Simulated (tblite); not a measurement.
Species: C₅H₈NO (charge -1).
SMILES with atom numbers: `[CH3:1]/[N:2]=[CH:3]\[C:4]1([O-:5])[CH2:6][CH2:7]1` (hydrogens: H8, H9, H10 on C1; H11 on C3; H12, H13 on C6; H14, H15 on C7)

Computed geometry: GFN2-xTB, gas phase.

(1) Give the optimised bond lengths and angles.

Results:

(1) 
```csv
bond,length (bohr)
C1–N2,2.735
N2=C3,2.410
C3–C4,2.812
C4–O5,2.443
"C4–C6, C4–C7",2.963
C6–C7,2.830
"C1–H8, C1–H9, C1–H10",2.068
C3–H11,2.067
"C6–H12, C7–H14",2.043
"C6–H13, C7–H15",2.049
```

Bonds in one row agree within 0.02 bohr and their mean is given. A selection of angles:
```csv
angle,degrees
N2–C1–H8,108.2
N2–C1–H10,111.9
H8–C1–H9,107.8
H8–C1–H10,110.3
C1–N2–C3,119.5
N2–C3–C4,132.7
N2–C3–H11,112.9
C4–C3–H11,114.4
C3–C4–O5,123.2
C3–C4–C6,108.5
O5–C4–C6,120.8
C6–C4–C7,57.1
C4–C6–C7,61.5
C4–C6–H12,115.7
C4–C6–H13,120.4
C7–C6–H12,117.3
C7–C6–H13,118.3
H12–C6–H13,114.0
C4–C7–H15,120.6
```

Dihedral angles: C1–N2–C3–C4 0° (synperiplanar); N2–C3–C4–O5 0° (synperiplanar); C3–C4–C6–C7 -101° (anticlinal); C3–C4–C7–C6 100° (anticlinal).

The C–N distances run from 1.275 Å (N2=C3, drawn double) to 1.447 Å (C1–N2, drawn single), a spread of 0.172 Å. N2 (imine nitrogen) is bent (angle 119.5°). C3 (imine carbon) is planar (angles 132.7°, 114.4° and 112.9°, sum 360.0°, 0.00 Å off the plane of its three neighbours). The 3-membered ring C4–C6–C7 has internal angles of 57.1° to 61.5°. The 4 C–C bonds span 1.488 Å (C3–C4, drawn single) to 1.568 Å (C4–C7, drawn single), a spread of 0.080 Å. Of the pairs four or more bonds apart, O5···H10 is among the closest relative to their van der Waals radii: 2.01 Å, 74 % of the sum of Bondi's values.

Point group: Cs (tolerance 0.08 Å). Its GFN2-xTB frequencies are all real (lowest 24 cm⁻¹). 3 starts were optimised and ended at 0.00, 2.25 and 2.26 kcal/mol (GFN2-xTB); the lowest of these is shown.

The run took 0.52 s on an Arm Neoverse V2 with one thread, shared host with 48 logical CPUs at a one-minute load of 12. This is the geometry optimisation.

One conformer stands for the species.
